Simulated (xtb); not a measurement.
3-methylbut-1-ene (C₅H₁₀), SMILES C=CC(C)C. All values are semi-empirical tight-binding results from xtb (GFN2-xTB unless named), good for trends rather than for accurate numbers. The structure is a stationary point at GFN2-xTB. The values are those of a single conformer.

```
Item                                                  Result
---------------------------------------------  -------------
orbital gap                                          5.44 eV
dipole moment                                         0.41 D
zero-point energy                              84.6 kcal/mol
G − E(el) at 298.15 K (modified RRHO)          66.1 kcal/mol
static polarisability (D4 model)                  62.7 bohr³
solvation energy, GFN2-xTB/ALPB(water)         -0.3 kcal/mol
solvation energy, GFN2-xTB/ALPB(acetonitrile)  -3.4 kcal/mol
```

Computed IR lines (harmonic; lines under 4 % of the strongest left out, lines within 3 cm⁻¹ merged):
ν (cm⁻¹): 899 (w), 1027 (w), 1038 (w), 1721 (w), 2896 (m), 3027 (w), 3032 (s), 3035 (w), 3038 (vs), 3106 (m), 3131 (m) (against the strongest line: vs over 80 %, s over 45 %, m over 15 %, w over 4 %, vw less)
